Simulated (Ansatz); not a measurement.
`[NH]1[AlH][S][InH][SiH2]1`, one more setting.

```yaml
crystal:
  periodic: [false, false, false]
  atoms:
    - {symbol: N, position_ang: [0.621441, 1.053482, 0.337865]}
    - {symbol: Al, position_ang: [1.605105, -0.341959, 0.889386]}
    - {symbol: S, position_ang: [0.874617, -2.344884, 0.494401]}
    - {symbol: In, position_ang: [-1.149696, -1.589480, -0.621778]}
    - {symbol: Si, position_ang: [-0.886262, 0.955018, -0.498120]}
    - {symbol: H, position_ang: [0.977878, 1.981152, 0.529755]}
    - {symbol: H, position_ang: [2.961995, -0.048924, 1.639613]}
    - {symbol: H, position_ang: [-2.151204, -2.867830, -1.161577]}
    - {symbol: H, position_ang: [-2.006037, 1.612225, 0.238689]}
    - {symbol: H, position_ang: [-0.847837, 1.591191, -1.848235]}
basis:
  gaussian: {orbitals: def2-TZVP}
hamiltonian: {xc: {name: HF}}
correlation: {active_space: {window: {electrons: 2, orbitals: 1}}}
output: {forces: true}
```

```sh
$ ansatz run in.yaml --threads 4 --pin off --events-out ev --progress --plain --max-ram 10444MiB
```

Shortened log:

```
Functional definition: HF
1600 factors; integrals over basis functions are off by at most 1.0e-3 eV
mean field evaluation 1: about -31972.7558 eV, gradient 4.2e1 eV
mean field evaluation 2: about -31972.9297 eV, gradient 4.2e1 eV
mean field evaluation 4: about -31977.4119 eV, gradient 3.9e0 eV
mean field evaluation 8: about -31977.4948 eV, gradient 3.0e-1 eV
mean field evaluation 16: about -31977.4955 eV, gradient 1.4e-6 eV
mean field -31977.49545805 eV, -1175.1512829583 hartree, gradient 1.4e-6 eV, S^2 0.000000; 0 other end points of the search recorded, 0 dependent functions left out
reference -31977.49545805 eV, -1175.1512829583 hartree; 38, 38 occupied and 184, 184 virtual orbitals, 1600 factors
state -31977.49545805 eV, -1175.1512829583 hartree
Total energy: -31977.49545805 eV, -1175.1512829583 hartree
Atom 0 at     0.621441     1.053482     0.337865 Å, force     0.069969     0.334814     0.035856 eV/Å
Atom 1 at     1.605105    -0.341959     0.889386 Å, force     0.198515     0.205686     0.107632 eV/Å
Atom 2 at     0.874617    -2.344884     0.494401 Å, force     0.160336    -0.027062     0.090802 eV/Å
Atom 3 at    -1.149696    -1.589480    -0.621778 Å, force    -0.166542    -0.328712    -0.091239 eV/Å
Atom 4 at    -0.886262     0.955018    -0.498120 Å, force    -0.021028     0.532393    -0.015832 eV/Å
Atom 5 at     0.977878     1.981152     0.529755 Å, force    -0.216344    -0.551926    -0.116652 eV/Å
Atom 6 at     2.961995    -0.048924     1.639613 Å, force    -0.083238    -0.018591    -0.046234 eV/Å
Atom 7 at    -2.151204    -2.867830    -1.161577 Å, force    -0.121603    -0.071135    -0.066117 eV/Å
Atom 8 at    -2.006037     1.612225     0.238689 Å, force     0.175086    -0.039571    -0.102037 eV/Å
Atom 9 at    -0.847837     1.591191    -1.848235 Å, force     0.004849    -0.035897     0.203820 eV/Å
Dipole moment:    -0.286666     0.449172    -0.159567 e Å
```

It took 7 s on 4 threads of an AMD EPYC 7B13 on a shared host, with 0.77 GiB of host memory at the peak.
